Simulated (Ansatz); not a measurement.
Abridged output of a molecular run in Ansatz:

```
Functional definition: HF
910 factors; integrals over basis functions are off by at most 3.1e-4 eV
mean field evaluation 1: about -36212.3967 eV, gradient 4.1e1 eV
mean field evaluation 2: about -36212.5170 eV, gradient 4.1e1 eV
mean field evaluation 4: about -36215.7456 eV, gradient 1.9e0 eV
mean field evaluation 8: about -36215.7730 eV, gradient 1.5e-1 eV
mean field -36215.77317417 eV, -1330.9051162180 hartree, gradient 1.5e-6 eV, S^2 0.000000; 0 other end points of the search recorded, 0 dependent functions left out
16 core orbitals not correlated: weight in the atoms' cores, before any rotation towards them, 1.000 or more for the frozen orbitals, at most 0.000 for the correlated occupied ones
reference -36215.77317417 eV, -1330.9051162180 hartree; 21, 21 occupied and 53, 53 virtual orbitals, 910 factors
second order -20.13709475 eV of doubles, -0.00000000 eV of singles
cycle   1  -20.32195075 eV  change   -1.8e-1 eV  update   1.1e-1
cycle   2  -20.71703768 eV  change   -4.0e-1 eV  update   3.4e-2
cycle   3  -20.83451394 eV  change   -1.2e-1 eV  update   1.7e-2
cycle   4  -20.83269425 eV  change    1.8e-3 eV  update   3.6e-3
cycle   5  -20.82870113 eV  change    4.0e-3 eV  update   1.4e-3
cycle   6  -20.82848370 eV  change    2.2e-4 eV  update   4.2e-4
cycle   7  -20.82838117 eV  change    1.0e-4 eV  update   1.4e-4
cycle   8  -20.82831885 eV  change    6.2e-5 eV  update   4.6e-5
cycle   9  -20.82832576 eV  change   -6.9e-6 eV  update   1.7e-5
perturbative correction -0.40281415 eV, -0.0148031469 hartree
Total energy: -36237.00431408 eV, -1331.6853462187 hartree
```

Its atoms:

```xyz
5

F     0.367    1.756   -0.656
Sn   -0.014    0.017   -0.031
F    -1.252   -0.701   -1.260
Cl    1.886   -1.226   -0.070
Cl   -0.986    0.154    2.017
```

Question: Which basis set was used?
A. cc-pV(T+d)Z
B. cc-pV(Q+d)Z
C. def2-TZVPPD
D. def2-SVP

Answer: D. It gives 90 functions.

Question: Write the keys of the input that set method, charge and spin (a neutral closed shell needs none for the last two).

Answer: 
```yaml
correlation: {method: ccsd_t}
```
